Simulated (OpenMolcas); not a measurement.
Co2+.

```yaml
Program: OpenMolcas
Method: CASSCF
Basis: ANO-RCC-VTZP [6s5p3d2f1g]
Scalar_Hamiltonian: DKH2, point nucleus
Active_space: 7 electrons in 6 orbitals (3d 4s)
State_averaging: 2S+1 = 4 even, 50 roots; 2S+1 = 6 even, 5 roots kept (CI in the orbitals of an earlier block); 2S+1 = 2 even, 110 roots kept (CI in the orbitals of an earlier block)
Spin-orbit_coupling: state interaction with AMFI integrals over the reference wave functions, term energies averaged over their components
```

Levels without dynamic correlation, in cm⁻¹ above 3d⁷ ⁴F_9/2:

| Level | E |
| --- | --- |
| 3d⁷ ²G_9/2 | 20256 |
| 3d⁷ ⁴P_5/2 | 20230 |
| 3d⁷ ²P_3/2 | 26793 |
| 3d⁷ ²H_11/2 | 26937 |
| 3d⁷ ²D_5/2(1) | 29182 |

On this reference, MS-CASPT2, IPEA 0.25 Eh, imaginary shift 0.1 Eh (closed shells correlated: 3s 3p) puts 3d⁷ ²G_9/2 at 16640 cm⁻¹.

Q: Estimate the other levels at that method by one scale factor, and say how well it serves.

A: The factor is 16640 / 20256 = 0.821. Scaled values beside those that MS-CASPT2 gives and measured ones (Sugar and Corliss, J. Phys. Chem. Ref. Data 10, 1097 (1981)):
```json
{"Level": "3d⁷ ⁴P_5/2", "Scaled": "16609", "MS-CASPT2": "15210", "Miss (%)": "+9.2", "Measured": "15202"}
{"Level": "3d⁷ ²P_3/2", "Scaled": "21997", "MS-CASPT2": "19460", "Miss (%)": "+13.0", "Measured": "20195"}
{"Level": "3d⁷ ²H_11/2", "Scaled": "22115", "MS-CASPT2": "22700", "Miss (%)": "-2.6", "Measured": "22720"}
{"Level": "3d⁷ ²D_5/2(1)", "Scaled": "23958", "MS-CASPT2": "22690", "Miss (%)": "+5.6", "Measured": "23059"}
```
For these levels the scaled values miss MS-CASPT2 by up to 13.0 %, as correlation changes each term by its own factor, spin-orbit parts do not scale and CASPT2 has its own spread within terms. This holds within one configuration; levels of others move differently, and the target method has errors of its own against measurement.

CASPT2 does not keep the components of a term degenerate, so their means are used; among the terms shown or strongly mixed into the levels shown the widest spread is 1900 cm-1 (3d⁷ ⁴F, MS-CASPT2). Terms from blocks run as CI alone lack orbitals of their own. Without dynamic correlation excited terms often stand tens of per cent too high (terms of higher spin than the ground term too low), and those without a measured partner can miss by more than the paired ones (holds for CASSCF). Blocks of more than 70 roots (2S+1 = 2 even) ran without multistate coupling (holds for MS-CASPT2). The CASPT2 spread within a term exceeds the gap to the next term for 3d⁷ ²H and 3d⁷ ²D(1), so the order of their levels is uncertain (holds for MS-CASPT2). Measured partners are found by configuration, term and J. A level has none where our copy of the source lacks it or the pairing is in doubt (some pairs that miss far off the trend of their configuration count as doubtful), and it then counts in no deviation. Levels of configurations outside the active space are missing.

A number in round brackets counts repeated terms of one configuration in the order of the reference energies.
